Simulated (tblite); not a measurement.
Compound: C₂H₆FN₂Si₂ (doublet state).
Atom-mapped SMILES: `[N:1]#[C:2][Si@@H:3]([NH2:4])[SiH2:5][CH:6][F:7]` (hydrogens: H8 on Si3; H9, H10 on N4; H11, H12 on Si5; H13 on C6)
Bond orders are those of one Lewis drawing.

Computed with GFN2-xTB (tblite), gas phase: L-BFGS steps from a force-field or distance-geometry start until the largest atomic force falls under 0.01 eV/Å.

Step 44: E = -578.1505 eV
```
atom  x, y, z in Å  |  force x, y, z in eV/Å
N1      0.5309    3.0472   -0.7145    0.029   0.003  -0.011
C2      0.7694    1.9256   -0.7098   -0.036  -0.005   0.002
Si3     1.0492    0.0685   -0.6283   -0.011  -0.012   0.009
N4      1.9667   -0.4093    0.7436   -0.026  -0.014   0.059
Si5    -1.0236   -1.0004   -0.4480    0.001  -0.026  -0.021
C6     -2.2352   -0.0560    0.5658    0.003   0.016   0.010
F7     -2.0036    0.1651    1.8767    0.024  -0.030  -0.012
H8      1.8913   -0.2205   -1.7900    0.027   0.003  -0.027
H9      1.5539   -0.3447    1.6619    0.080  -0.018  -0.032
H10     2.9650   -0.2798    0.7922   -0.062   0.046   0.005
H11    -1.6633   -1.1813   -1.7543    0.015   0.011   0.027
H12    -0.7856   -2.3072    0.1806   -0.018   0.000  -0.002
H13    -3.0193    0.5933    0.2064   -0.025   0.026  -0.008
```

Step 45: E = -578.1512 eV
```
atom  x, y, z in Å  |  force x, y, z in eV/Å
N1      0.5337    3.0486   -0.7194    0.024   0.007  -0.010
C2      0.7697    1.9265   -0.7117   -0.034   0.025   0.001
Si3     1.0507    0.0714   -0.6287   -0.023  -0.064   0.003
N4      1.9666   -0.4082    0.7434   -0.006  -0.015   0.031
Si5    -1.0226   -1.0006   -0.4477    0.017  -0.013  -0.006
C6     -2.2345   -0.0558    0.5654   -0.023   0.031  -0.018
F7     -2.0049    0.1576    1.8772    0.025  -0.021   0.018
H8      1.8911   -0.2181   -1.7923    0.023   0.007  -0.016
H9      1.5496   -0.3575    1.6599    0.074  -0.012  -0.011
H10     2.9640   -0.2713    0.7966   -0.074   0.043   0.008
H11    -1.6648   -1.1850   -1.7503    0.008   0.012  -0.006
H12    -0.7874   -2.3067    0.1824   -0.011  -0.004   0.004
H13    -3.0155    0.5996    0.2071    0.000   0.005   0.001
```

Step 46: E = -578.1519 eV
```
atom  x, y, z in Å  |  force x, y, z in eV/Å
N1      0.5371    3.0505   -0.7254    0.019   0.010  -0.009
C2      0.7695    1.9278   -0.7141   -0.027   0.032   0.000
Si3     1.0520    0.0737   -0.6297   -0.030  -0.093  -0.005
N4      1.9659   -0.4076    0.7433    0.007  -0.018  -0.023
Si5    -1.0213   -1.0009   -0.4473    0.021   0.007   0.016
C6     -2.2337   -0.0546    0.5646   -0.019   0.026  -0.019
F7     -2.0066    0.1482    1.8785    0.020  -0.014   0.023
H8      1.8920   -0.2152   -1.7954    0.013   0.011   0.005
H9      1.5457   -0.3730    1.6576    0.045  -0.006   0.034
H10     2.9611   -0.2606    0.8021   -0.056   0.043   0.006
H11    -1.6662   -1.1891   -1.7459   -0.001   0.011  -0.041
H12    -0.7889   -2.3058    0.1850   -0.004  -0.009   0.010
H13    -3.0109    0.6071    0.2086    0.010  -0.002   0.003
```

Step 47: E = -578.1527 eV
```
atom  x, y, z in Å  |  force x, y, z in eV/Å
N1      0.5423    3.0549   -0.7369    0.017   0.003  -0.005
C2      0.7701    1.9312   -0.7194   -0.019   0.019   0.000
Si3     1.0528    0.0762   -0.6330   -0.032  -0.087  -0.014
N4      1.9630   -0.4091    0.7410    0.018  -0.012  -0.010
Si5    -1.0190   -1.0010   -0.4453    0.013   0.024   0.036
C6     -2.2328   -0.0545    0.5659   -0.024   0.036  -0.041
F7     -2.0117    0.1319    1.8832    0.011  -0.004   0.024
H8      1.8932   -0.2105   -1.8008    0.001   0.015   0.028
H9      1.5354   -0.4035    1.6530    0.042   0.001   0.012
H10     2.9540   -0.2401    0.8125   -0.056   0.038   0.001
H11    -1.6668   -1.1940   -1.7401   -0.007   0.009  -0.068
H12    -0.7858   -2.3026    0.1925   -0.002  -0.014   0.012
H13    -2.9990    0.6217    0.2095    0.037  -0.028   0.024
```

Task: Estimate the geometry and energy of step 48. (The exact step hangs on the optimiser's Hessian estimate; all steps are aligned on step 47, rigid shifts and turns removed.)

Result: E = -578.1535 eV, largest force 0.111 eV/Å
```
atom  x, y, z in Å  |  force x, y, z in eV/Å
N1      0.5476    3.0577   -0.7443    0.013  -0.006  -0.001
C2      0.7685    1.9327   -0.7211   -0.004  -0.021  -0.001
Si3     1.0522    0.0751   -0.6338   -0.028  -0.042  -0.017
N4      1.9616   -0.4102    0.7412    0.026  -0.013  -0.107
Si5    -1.0179   -1.0027   -0.4449   -0.015   0.028   0.038
C6     -2.2334   -0.0545    0.5646    0.017   0.013  -0.020
F7     -2.0122    0.1223    1.8836    0.003   0.001   0.022
H8      1.8940   -0.2070   -1.8035   -0.011   0.017   0.051
H9      1.5358   -0.4200    1.6512   -0.034   0.001   0.101
H10     2.9478   -0.2247    0.8186    0.015   0.044  -0.010
H11    -1.6683   -1.1954   -1.7384   -0.001   0.005  -0.072
H12    -0.7877   -2.3031    0.1970   -0.002  -0.009   0.008
H13    -2.9924    0.6304    0.2118    0.021  -0.017   0.011
```

The energy changes by -0.0007 eV. The first-order estimate −F·Δx gives -0.0013 eV and the mean of the old and new forces, exact on a quadratic surface, -0.0007 eV. The step makes an angle of 76° with the force vector and moves no atom by more than 0.018 Å.

What follows is the cost of the whole relaxation. Time: 1.0 s of wall time. Hardware: one thread, Arm Neoverse V1 (aarch64), shared host with 32 logical CPUs at a one-minute load of 19.
